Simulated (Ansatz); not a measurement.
Geometry optimisation, Ansatz 0.2.0, RHF/6-31G*.

The input (input.yaml):

```yaml
crystal:
  periodic: [false, false, false]
  atoms:
    - { symbol: Si, position_ang: [0.0, 0.0, 0.0] }
    - { symbol: F, position_ang: [0.0, 0.0, 1.94] }
    - { symbol: Si, position_ang: [2.0935, 0.0, -0.7393] }
    - { symbol: H, position_ang: [2.5508, -1.3762, -0.9079] }
    - { symbol: H, position_ang: [2.1573, 0.6939, -2.0222] }
    - { symbol: H, position_ang: [2.951, 0.6823, 0.2255] }
    - { symbol: Si, position_ang: [-1.0456, 1.8115, -0.7393] }
    - { symbol: H, position_ang: [-2.4302, 1.478, -1.0607] }
    - { symbol: H, position_ang: [-1.0215, 2.8436, 0.2931] }
    - { symbol: H, position_ang: [-0.3743, 2.3069, -1.9374] }
    - { symbol: Si, position_ang: [-1.0456, -1.8115, -0.7393] }
    - { symbol: H, position_ang: [-1.7029, -2.4846, 0.3772] }
    - { symbol: H, position_ang: [-2.0454, -1.4265, -1.7311] }
    - { symbol: H, position_ang: [-0.0777, -2.7173, -1.3511] }
    - { symbol: O, position_ang: [0.7368, -1.7285, 0.6243] }
    - { symbol: Si, position_ang: [-0.0036, -3.2224, 0.418] }
    - { symbol: H, position_ang: [0.9147, -4.1318, -0.2613] }
    - { symbol: H, position_ang: [-0.3585, -3.7747, 1.7221] }
    - { symbol: H, position_ang: [-1.2113, -3.0609, -0.3863] }
    - { symbol: H, position_ang: [0.4506, -1.0573, 1.6846] }
basis:
  gaussian: { orbitals: "6-31G*" }
hamiltonian:
  xc: hf
relax:
  f_tol: 0.15
  max_steps: 25
  restrain:
    - { distance: [0, 14], at: 1.68, k: 30.0 }
    - { distance: [19, 1], at: 0.92, k: 30.0 }
    - { distance: [0, 1], at: 2.79, k: 30.0 }
    - { distance: [19, 14], at: 2.21, k: 30.0 }
```

Launched with:

```bash
$ ansatz run input.yaml --threads 4 --pin off --max-ram 5120MiB --backend cpu --events-out ev --progress --plain --runs-dir out
```

Q: Where does it end, and by what steps?

A: The run converged. The restraints hold the end off the free minimum; the threshold counts their pulls, which the force column leaves out. Restrained pairs: Si1–O15 (1.98 → 1.68 Å), F2–H20 (1.18 → 0.92 Å), Si1–F2 (1.94 → 2.81 Å), O15–H20 (1.29 → 2.20 Å). After 19 steps the energy has fallen by 14.050 eV (the restraints' own energy left out); H12 moved furthest, 2.37 Å. The start is strongly strained (largest force component 12 eV/Å), so its close contacts needn't be bonds.

```csv
step,energy less start (eV),largest force component (eV/Å),accepted
0,0.0000,12.014,yes
1,-2.6908,7.950,yes
2,-3.9472,5.992,yes
3,-6.3147,3.914,yes
4,-8.6975,2.533,yes
5,-10.2638,1.639,yes
6,-11.4029,0.900,yes
7,-12.2095,0.796,yes
8,-12.7763,0.648,yes
9,-13.1620,0.711,yes
10,-13.4232,0.811,yes
11,-13.6182,0.801,yes
12,-13.7453,0.947,yes
13,-13.8343,0.839,yes
14,-13.8978,0.713,yes
15,-13.9355,0.994,yes
16,-13.9997,0.685,yes
17,-14.0014,0.500,yes
18,-14.0260,0.643,yes
19,-14.0502,0.498,yes
```

```xyz
20
Properties=species:S:1:pos:R:3
Si -0.036 -0.556 -0.366
F 1.204 0.486 1.928
Si 2.170 -0.198 -1.132
H 2.828 -1.508 -1.336
H 2.081 0.470 -2.451
H 3.006 0.621 -0.238
Si -1.279 1.413 0.028
H -2.693 1.047 0.268
H -0.814 2.248 1.149
H -1.219 2.210 -1.217
Si -1.174 -1.596 -2.179
H -2.540 -2.011 -1.788
H -1.284 -0.644 -3.306
H -0.451 -2.796 -2.658
O -0.108 -1.621 0.930
Si -0.004 -3.225 1.269
H 1.282 -3.771 0.796
H -0.092 -3.391 2.729
H -1.098 -3.967 0.622
H 0.759 -0.187 2.363
```

Time of the run: 62 s on 4 threads of Arm Neoverse V1 (shared host), peak memory 0.51 GiB.
